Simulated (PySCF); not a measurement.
**Spinor energies of Hg(53+) (mercury, charge +53)**

Start: [Ar] 3d9; 3d3/2 filled at m_j = -3/2, -1/2, +1/2, +3/2; 3d5/2 filled at m_j = -3/2, -1/2, +1/2, +3/2, +5/2. Calculated with PySCF 2.14 in an uncontracted even-tempered set (15 s from 15 bohr⁻², ratio 2.8; 13 p from 19 bohr⁻², ratio 2.8; 8 d from 19 bohr⁻², ratio 2.8; 3 f from 70 bohr⁻², ratio 3): generalised Hartree-Fock with the X2C-1e Hamiltonian and a Gaussian nucleus; one run each with spin-orbit coupling (SO) switched off, then screened by Boettger's factors.

```csv
spinor shell,electrons,"ε, spin-free (eV)","ε, screened SO (eV)",weight of nominal j (screened SO),"rms radius, screened SO (bohr)"
1s1/2,2,-86684.6,-86651.7,1.000,0.0187
2s1/2,2,-18001.2,-17990.7,1.000,0.0754
2p1/2,2,-15964.3,-17380.4,1.000,0.0637
2p3/2,4,-15964.3,-15411.5,1.000,0.0717
3s1/2,2,-6450.7,-6447.7,1.000,0.189
3p1/2,2,-5845.4,-6185.4,1.000,0.180
3p3/2,4,-5845.4,-5710.0,1.000,0.195
3d3/2,4,-5244.7,-5305.1,0.998,0.169
3d5/2,5,-5244.7,-5202.5,0.998,0.173
```

| quantity | spin-free | screened SO |
| --- | --- | --- |
| E (hartree) | -17345.87177 | -17378.16577 |
| M_J | 5/2 | 5/2 |
| ⟨J²⟩ | 8.750 | 8.750 |
| ⟨L²⟩ | 6.000 | 6.087 |
| ⟨S²⟩ | 0.750 | 0.837 |

Each row is a mean over spinors that exchange with the open shell spreads, by up to 29.543 eV (3p3/2).

Breit and QED terms are absent; they matter most for the inner s and p1/2 levels.

Densities and radii are taken from the X2C orbitals without a picture-change correction, which distorts them close to the nucleus.

Without spin-orbit coupling the j labels of p, d and f shells carry no meaning; the spin-free column gives the mean over the occupied spinors of each nl shell.
